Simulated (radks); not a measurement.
Hf3+, configuration [Kr] 4d10 4f14 5s2 5p5.75 5d1 5f0.25 (fractional occupations, a model configuration).

Calculated with a radial shooting solver on a logarithmic mesh with Libxc functionals: scalar-relativistic Kohn-Sham, RPBE, spin-unpolarised, spherical densities, finite nucleus; Fermi nuclear charge, rms radius 5.347 fm.

Energy parts (hartree):
| part | energy |
|---|---|
| total | -15074.5411 |
| kinetic | 16511.8085 |
| electron-nucleus | -37108.5825 |
| Hartree | 5829.4514 |
| exchange-correlation | -307.2185 |

Orbitals (lengths in bohr, moments of r in powers of bohr; r(max) is where P^2 peaks; r(90%) holds 90 % of the orbital's charge):
orbital	occ.	eigenvalue (hartree)	r(max)	r(90%)	<r>
1s	2	-2399.652	0.01190	0.0345	0.01899
2s	2	-411.3247	0.06807	0.125	0.08038
2p	6	-361.3522	0.05567	0.117	0.07173
3s	2	-94.56700	0.1921	0.306	0.2087
3p	6	-79.63182	0.1898	0.312	0.2085
3d	10	-61.94504	0.1546	0.293	0.1890
4s	2	-19.92737	0.4374	0.672	0.4683
4p	6	-15.02759	0.4582	0.724	0.4977
4d	10	-8.69109	0.4711	0.804	0.5352
4f	14	-1.71043	0.4548	1.14	0.6713
5s	2	-3.54622	1.014	1.62	1.128
5p	5.75	-2.37370	1.154	1.92	1.315
5d	1	-1.05254	1.549	2.91	1.906
5f	0.25	-0.38558	3.950	6.74	4.551

The highest occupied level is 5f at -10.492 eV. The electron density at the nucleus is 1.283e+06 e/bohr^3 (large components only).
